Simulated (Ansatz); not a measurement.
Several settings on one geometry of Cr(NH2)2 (CrN2H4) (that of the charge 0 quintet, PBE0-D4/def2-TZVP). Ansatz on 2 threads of Intel Xeon Platinum 8375C on a shared host; times are rough.

```xyz
7

Cr    0.262   -0.299   -0.003
N     0.052   -0.073    1.843
H     0.519    0.623    2.409
H    -0.697   -0.463    2.402
N     0.047   -0.038   -1.843
H     0.528    0.655   -2.401
H    -0.710   -0.405   -2.406
```

Totals from different functionals, basis sets or treatments of relativity can't be compared as stabilities.

HSE06 is defined as in plane-wave codes, on full-range PBE exchange. Correlated methods freeze 7 core orbitals; core or outer-core shells of Cr are correlated, in sets that lack core-valence functions.

The spins typed aren't always the lowest for that charge.

Q: Give the basis size and estimate the energy, ⟨S²⟩ and time of these runs.

```json
{"run": "1", "method": "UKS BHLYP/def2-TZVP", "charge": "0", "state": "quintet", "further keys": "fitting: {mean_field: def2-universal-jkfit}; pseudopotentials: {relativity: none}"}
{"run": "2", "method": "UKS HSE06/def2-TZVP", "charge": "0", "state": "quintet", "further keys": "nuclear_model: gaussian; scf: {omitted_lower_state_checks: [starts]}; forces asked"}
{"run": "3", "method": "UKS r2SCANh-D3(BJ)-ATM/def2-TZVP", "charge": "0", "state": "quintet", "further keys": "scf: {omitted_lower_state_checks: [starts]}"}
{"run": "4", "method": "UKS B2PLYP/def2-mTZVP", "charge": "-1", "state": "doublet", "further keys": "scf: {omitted_lower_state_checks: [starts]}"}
```

A: 
```tsv
run	functions	energy (Eh)	⟨S²⟩	wall time
1	131	-1156.3466	6.04	6.5 s
2	131	-1156.0974	6.09	9.5 s
3	131	-1156.3558	6.11	8.5 s
4	83	-1156.0354	1.96	20 s
```

The highest occupied level of an anion often lies above zero with these methods, and sets without diffuse functions describe the outer electron poorly. At UKS B2PLYP/def2-mTZVP the charge -1 doublet is spin-contaminated (final ⟨S²⟩ up to 1.96, 0.75 for a pure state).
